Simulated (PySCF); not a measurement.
# Spin-orbit coupling and the second ionisation energy along the 5p block

Two-component X2C-1e calculated with PySCF 2.14: MP2 on generalised Hartree-Fock spinors (GMP2), with spin-orbit coupling off and on (screened by Boettger's factors); no Breit or QED terms. Values in eV; the references (NIST) lie between the lowest levels. Elements whose determinants are no pure J levels are left out.

| element | configurations | spin-free | with spin-orbit | shift | reference |
| --- | --- | --- | --- | --- | --- |
| In (x2c-TZVPPall-2c, [Ar] 3d10 frozen) | [Kr] 4d10 5s2 → [Kr] 4d10 5s1 | 18.769 | 18.772 | 0.003 | 18.870 |
| Sn (x2c-TZVPPall-2c, [Ar] 3d10 frozen) | [Kr] 4d10 5s2 5p1 → [Kr] 4d10 5s2 | 14.043 | 14.412 | 0.368 | 14.633 |
| I (x2c-TZVPPall-2c, [Ar] 3d10 frozen) | [Kr] 4d10 5s2 5p4 → [Kr] 4d10 5s2 5p3 | 18.442 | 18.762 | 0.320 | 19.131 |
| Xe (x2c-TZVPPall-2c, [Ar] 3d10 frozen) | [Kr] 4d10 5s2 5p5 → [Kr] 4d10 5s2 5p4 | 20.900 | 20.654 | -0.245 | 20.975 (s) |

The largest shift is at Sn, 0.368 eV, where spin-orbit coupling lowers the species with more electrons by more than the one with fewer (starting occupations 5p1/2^1 and closed).

What remains against the references is mostly the basis and correlation beyond MP2. References marked (s) are semi-empirical, (t) theoretical.
